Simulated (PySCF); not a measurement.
SMILES C=C/C=C(\F)C#N, C$_{5}$H$_{4}$FN

Cartesian coordinates in Å; atom numbers follow the order of the lines, from 1:
```xyz
11

C    -1.550    0.214   -1.438
C    -0.917   -0.354   -0.401
C     0.252    0.225    0.221
C     0.910   -0.333    1.254
F     0.526   -1.490    1.788
C     2.062    0.246    1.869
N     2.995    0.723    2.365
H    -1.204    1.157   -1.870
H    -2.433   -0.248   -1.886
H    -1.280   -1.299    0.014
H     0.642    1.174   -0.156
```

Method used: PySCF, quadratic response wB97X-D/def2-SVPD first hyperpolarisability, Taylor convention, gas phase. Geometry: PBE0-D3(BJ)/def2-SVP.

Give the tensor of the second harmonic β(−2ω;ω,ω) at 1064 nm in the axes of these coordinates.

In au, Taylor convention; rows are the first index (the induced dipole):
|  | xx | yy | zz | xy | xz | yz |
| --- | --- | --- | --- | --- | --- | --- |
| x | -95.9 | +32.2 | -68.2 | -54.6 | -108.6 | -39.2 |
| y | -45.3 | -43.3 | -42.4 | +28.1 | -28.9 | +44.5 |
| z | -112.9 | +49.1 | +43.6 | -38.4 | -79.2 | -50.9 |

Norm of βᵢ = ⅓ Σⱼ (βᵢⱼⱼ + βⱼᵢⱼ + βⱼⱼᵢ): 202.4 au, hyper-Rayleigh value 110.7 au.
